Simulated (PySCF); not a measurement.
CH₇BN₂O, SMILES B(O)(NC)N. Geometry optimised at PBE-D3(BJ)/def2-SVP. The structure was generated by enumeration, and PubChem lists no compound with its InChIKey, so it may never have been made. Other conformers were not sampled.

All values below come from PBE-D3(BJ)/def2-SVP in PySCF.

Harmonic wavenumbers (cm⁻¹): 110, 141, 222, 273, 321, 390, 431, 478, 479, 606, 793, 865, 974, 1064, 1105, 1148, 1285, 1367, 1414, 1420, 1430, 1496, 1546, 2892, 2982, 3037, 3542, 3550, 3655, 3775. Rotational constants (GHz): 8.521, 3.648, 2.604; symmetry number 1.

### Question
Work out the zero-point energy and the ideal-gas rigid-rotor harmonic-oscillator thermochemistry at 298.15 K and 1 atm.

### Answer
ZPE = ½ Σ hcν = ½ × 42791 cm⁻¹ = 255.95 kJ/mol. H − E(el) = 277.14 kJ/mol. Entropy in J/(mol K): translation 162.41, rotation 107.90, vibration 64.42, total 334.72. G − E(el) = 177.34 kJ/mol. Cp = 111.43 J/(mol K). Modes under 150 cm⁻¹ make the vibrational entropy uncertain.
